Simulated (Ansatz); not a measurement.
Cost and result for the atomization energy of C2H8AlNS (13 atoms, 13 bonds).

Z-matrix (Å, degrees):
```
C
S 1 1.831
N 1 1.430 2 109.0
H 1 1.092 2 107.0 3 -118.6
H 1 1.097 2 106.0 3 125.5
Al 2 2.409 1 96.9 3 -94.1
C 2 1.847 1 99.9 3 -147.6
H 3 1.012 1 111.5 2 80.6
H 3 1.010 1 111.8 2 -156.6
H 6 1.584 2 114.2 1 155.2
H 6 1.593 2 105.5 1 16.5
H 7 1.089 2 106.8 1 -152.8
H 7 1.088 2 109.9 1 -33.8
```

The species carries charge 0 and has multiplicity 1. The bonds changed during the relaxation, so this is another structure than the one it started from. All single points use the PBE0-D4/def2-TZVP geometry. It is one conformer, not always the lowest. Program: Ansatz. All runs use 4 threads of an Arm Neoverse V1 on a shared host. Times are those of one run each, without the atoms' runs, and a repeat can differ threefold. Electronic energies, without spin–orbit coupling; frozen cores. CCSD(T)/CBS adds CCSD(T) − MP2 in def2-TZVPP to the MP2 limit, and its time is that of the two runs behind it. T1 = 0.011. B3LYP takes the VWN-RPA correlation (the form of Gaussian; ORCA's B3LYP/G).

CCSD(T)/CBS is a level of theory with its own doubt, some kJ/mol a heavy atom from the limit and from the frozen cores, so smaller differences don't rank the functionals.

| level | functions | wall time |
| --- | --- | --- |
| PBE-D4/def2-TZVPP (with forces) | 289 | 3.3 s |
| PBE0-D4/def2-TZVPP | 289 | 4.1 s |
| r2SCAN-D4/def2-TZVPP (with forces) | 289 | 6.5 s |
| B3LYP-D4/def2-TZVPP (with forces) | 289 | 6.5 s |
| B2PLYP/def2-TZVPP | 289 | 7.5 s |
| ωB97X-V/def2-TZVPP | 289 | 11 s |
| ωB97M-V/def2-TZVPP (with forces) | 289 | 15 s |
| MP2/def2-QZVPP | 551 | 32 s |
| CCSD(T)/def2-TZVPP | 289 | 3.7 min |
| CCSD(T)/CBS(def2) | – | 4.2 min |

Problem. What atomization energy does each give, and how far from CCSD(T)/CBS? (Best estimate.)

Solution. Ansatz gave: 
```
                             level  atomization (kJ/mol)  difference from CCSD(T)/CBS  per bond
   PBE-D4/def2-TZVPP (with forces)                4438.3                         78.4       6.0
                PBE0-D4/def2-TZVPP                4369.0                          9.1       0.7
r2SCAN-D4/def2-TZVPP (with forces)                4367.6                          7.7       0.6
 B3LYP-D4/def2-TZVPP (with forces)                4358.4                         -1.5      -0.1
                 B2PLYP/def2-TZVPP                4296.6                        -63.3      -4.9
                ωB97X-V/def2-TZVPP                4381.3                         21.4       1.6
  ωB97M-V/def2-TZVPP (with forces)                4382.3                         22.4       1.7
                    MP2/def2-QZVPP                4348.4                        -11.5      -0.9
                CCSD(T)/def2-TZVPP                4234.5                       -125.4      -9.6
                 CCSD(T)/CBS(def2)                4359.9                          0.0       0.0
```

The D4 term adds +48.9 kJ/mol with B3LYP and +25.6 kJ/mol with PBE0; it sums over pairs of atoms, weighted by their polarisabilities, and B3LYP, whose exchange is more repulsive, gets the larger term. From PBE to PBE0 (25 % exact exchange), in def2-TZVPP and without D4, the atomization energy moves by −64.6 kJ/mol: exact exchange takes away binding that semilocal exchange gives to molecules. In def2-TZVPP, CCSD(T) changes the Hartree–Fock value by +1145.7 kJ/mol (the triples alone add +67.6 kJ/mol) and MP2 by +1185.4 kJ/mol; breaking electron pairs costs correlation energy, which Hartree–Fock lacks.
